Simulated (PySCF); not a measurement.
Correlation energy of Co²⁺ (cobalt, charge +2)

[Ar] 3d6 4s1, high-spin 6D determinant (an excited configuration). Calculation: PySCF 2.14, in aug-cc-pVTZ-DK; scalar relativity by spin-free X2C-1e. Frozen: [Ar]; 7 electrons correlated.

MP2 pair energies summed by pair of shells (mhartree):

```tsv
pair	energy	share (%)
3d-3d	-120.25	86.0
3d-4s	-19.56	14.0
```

Total MP2 correlation energy: -139.81 mhartree.

Same-spin part -84.16 and opposite-spin part -55.65 mhartree; SCS-MP2 scales them by 1/3 and 6/5 to -94.83 mhartree.
